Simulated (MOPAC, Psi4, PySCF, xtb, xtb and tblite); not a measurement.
Relaxed torsion scan: SMILES COc1ccc(SC)s1 (C6H8OS2). Scanned: dihedral S9–C6–S7–C8; all other coordinates were relaxed at GFN2-xTB. Points at φ and −φ are mirror images.

Atom numbering (GFN2-xTB optimised geometry, Å):
```
17

C     -2.6389     1.6360    -0.0153
O     -2.6081     0.2290    -0.0385
C     -1.4101    -0.3516    -0.2281
C     -1.1767    -1.6924    -0.2613
C      0.1869    -2.0060    -0.4504
C      0.9853    -0.9113    -0.5573
S      2.7025    -0.9079    -0.8968
C      3.2336     0.5180     0.1020
S      0.0546     0.5651    -0.4550
H     -2.2659     2.0540    -0.9566
H     -2.0368     2.0304     0.8102
H     -3.6814     1.9145     0.1239
H     -1.9541    -2.4222    -0.1388
H      0.5695    -3.0088    -0.4958
H      4.3118     0.5800    -0.0006
H      2.7663     1.4205    -0.2814
H      2.9615     0.3528     1.1400
```

Methods: RKS-B3LYP/6-31G* = restricted B3LYP/6-31G*, spherical d, density fitting // GFN2-xTB (PySCF 2.14.0); GFN1-xTB // GFN2-xTB (xtb); GFN2-xTB (xtb and tblite); PM3, restricted, heats of formation // GFN2-xTB (MOPAC); RKS-BP86/6-31G* = restricted BP86/6-31G*, spherical d, density fitting // GFN2-xTB (PySCF 2.14.0); PBE-D3(BJ)/def2-SVP // GFN2-xTB (Psi4).

Energies in eV, each method relative to its own lowest point.

```json
[
 {"φ / °": "-165", "RKS-B3LYP/6-31G*": "0.149", "GFN1-xTB": "0.019", "GFN2-xTB": "0.024", "PM3": "0.005", "RKS-BP86/6-31G*": "—", "PBE-D3(BJ)/def2-SVP": "0.122"},
 {"φ / °": "-150", "RKS-B3LYP/6-31G*": "0.136", "GFN1-xTB": "0.027", "GFN2-xTB": "0.028", "PM3": "0.005", "RKS-BP86/6-31G*": "—", "PBE-D3(BJ)/def2-SVP": "0.117"},
 {"φ / °": "-135", "RKS-B3LYP/6-31G*": "0.106", "GFN1-xTB": "0.039", "GFN2-xTB": "0.035", "PM3": "0.003", "RKS-BP86/6-31G*": "0.106", "PBE-D3(BJ)/def2-SVP": "0.098"},
 {"φ / °": "-120", "RKS-B3LYP/6-31G*": "0.062", "GFN1-xTB": "0.049", "GFN2-xTB": "0.036", "PM3": "0.000", "RKS-BP86/6-31G*": "0.061", "PBE-D3(BJ)/def2-SVP": "0.062"},
 {"φ / °": "-105", "RKS-B3LYP/6-31G*": "0.022", "GFN1-xTB": "0.053", "GFN2-xTB": "0.032", "PM3": "0.007", "RKS-BP86/6-31G*": "0.023", "PBE-D3(BJ)/def2-SVP": "0.025"},
 {"φ / °": "-90", "RKS-B3LYP/6-31G*": "0.000", "GFN1-xTB": "0.050", "GFN2-xTB": "0.025", "PM3": "0.018", "RKS-BP86/6-31G*": "0.000", "PBE-D3(BJ)/def2-SVP": "0.001"},
 {"φ / °": "-75", "RKS-B3LYP/6-31G*": "0.006", "GFN1-xTB": "0.040", "GFN2-xTB": "0.013", "PM3": "0.034", "RKS-BP86/6-31G*": "0.005", "PBE-D3(BJ)/def2-SVP": "0.000"},
 {"φ / °": "-60", "RKS-B3LYP/6-31G*": "0.041", "GFN1-xTB": "0.027", "GFN2-xTB": "0.004", "PM3": "0.055", "RKS-BP86/6-31G*": "0.036", "PBE-D3(BJ)/def2-SVP": "0.023"},
 {"φ / °": "-45", "RKS-B3LYP/6-31G*": "0.089", "GFN1-xTB": "0.017", "GFN2-xTB": "0.000", "PM3": "0.077", "RKS-BP86/6-31G*": "0.082", "PBE-D3(BJ)/def2-SVP": "0.057"},
 {"φ / °": "-30", "RKS-B3LYP/6-31G*": "0.138", "GFN1-xTB": "0.008", "GFN2-xTB": "0.001", "PM3": "0.097", "RKS-BP86/6-31G*": "0.129", "PBE-D3(BJ)/def2-SVP": "0.090"},
 {"φ / °": "-15", "RKS-B3LYP/6-31G*": "0.174", "GFN1-xTB": "0.002", "GFN2-xTB": "0.003", "PM3": "0.108", "RKS-BP86/6-31G*": "0.164", "PBE-D3(BJ)/def2-SVP": "0.113"},
 {"φ / °": "0", "RKS-B3LYP/6-31G*": "0.188", "GFN1-xTB": "0.000", "GFN2-xTB": "0.004", "PM3": "0.112", "RKS-BP86/6-31G*": "0.178", "PBE-D3(BJ)/def2-SVP": "0.122"},
 {"φ / °": "15", "RKS-B3LYP/6-31G*": "0.174", "GFN1-xTB": "0.002", "GFN2-xTB": "0.003", "PM3": "0.108", "RKS-BP86/6-31G*": "0.164", "PBE-D3(BJ)/def2-SVP": "0.113"},
 {"φ / °": "30", "RKS-B3LYP/6-31G*": "0.138", "GFN1-xTB": "0.008", "GFN2-xTB": "0.001", "PM3": "0.097", "RKS-BP86/6-31G*": "0.129", "PBE-D3(BJ)/def2-SVP": "0.090"},
 {"φ / °": "45", "RKS-B3LYP/6-31G*": "0.089", "GFN1-xTB": "0.017", "GFN2-xTB": "0.000", "PM3": "0.077", "RKS-BP86/6-31G*": "0.082", "PBE-D3(BJ)/def2-SVP": "0.057"},
 {"φ / °": "60", "RKS-B3LYP/6-31G*": "0.041", "GFN1-xTB": "0.027", "GFN2-xTB": "0.004", "PM3": "0.055", "RKS-BP86/6-31G*": "0.036", "PBE-D3(BJ)/def2-SVP": "0.023"},
 {"φ / °": "75", "RKS-B3LYP/6-31G*": "0.006", "GFN1-xTB": "0.040", "GFN2-xTB": "0.013", "PM3": "0.034", "RKS-BP86/6-31G*": "0.005", "PBE-D3(BJ)/def2-SVP": "0.000"},
 {"φ / °": "90", "RKS-B3LYP/6-31G*": "0.000", "GFN1-xTB": "0.050", "GFN2-xTB": "0.025", "PM3": "0.018", "RKS-BP86/6-31G*": "0.000", "PBE-D3(BJ)/def2-SVP": "0.001"},
 {"φ / °": "105", "RKS-B3LYP/6-31G*": "0.022", "GFN1-xTB": "0.053", "GFN2-xTB": "0.032", "PM3": "0.007", "RKS-BP86/6-31G*": "0.023", "PBE-D3(BJ)/def2-SVP": "0.025"},
 {"φ / °": "120", "RKS-B3LYP/6-31G*": "0.062", "GFN1-xTB": "0.049", "GFN2-xTB": "0.036", "PM3": "0.000", "RKS-BP86/6-31G*": "0.061", "PBE-D3(BJ)/def2-SVP": "0.062"},
 {"φ / °": "135", "RKS-B3LYP/6-31G*": "0.106", "GFN1-xTB": "0.039", "GFN2-xTB": "0.035", "PM3": "0.003", "RKS-BP86/6-31G*": "0.106", "PBE-D3(BJ)/def2-SVP": "0.098"},
 {"φ / °": "150", "RKS-B3LYP/6-31G*": "0.136", "GFN1-xTB": "0.027", "GFN2-xTB": "0.028", "PM3": "0.005", "RKS-BP86/6-31G*": "—", "PBE-D3(BJ)/def2-SVP": "0.117"},
 {"φ / °": "165", "RKS-B3LYP/6-31G*": "0.149", "GFN1-xTB": "0.019", "GFN2-xTB": "0.024", "PM3": "0.005", "RKS-BP86/6-31G*": "—", "PBE-D3(BJ)/def2-SVP": "0.122"},
 {"φ / °": "180", "RKS-B3LYP/6-31G*": "0.153", "GFN1-xTB": "0.017", "GFN2-xTB": "0.022", "PM3": "0.005", "RKS-BP86/6-31G*": "—", "PBE-D3(BJ)/def2-SVP": "0.123"}
]
```

Root-mean-square difference from the PBE-D3(BJ)/def2-SVP profile, itself a level with limits, after the best constant shift (eV): RKS-B3LYP/6-31G* 0.021, GFN1-xTB 0.058, GFN2-xTB 0.048, PM3 0.057, RKS-BP86/6-31G* 0.020.

Dashes: no converged value, or the column stops at the first point that the program doubted or that broke a chosen test of continuity, which isn't proof of a fault.
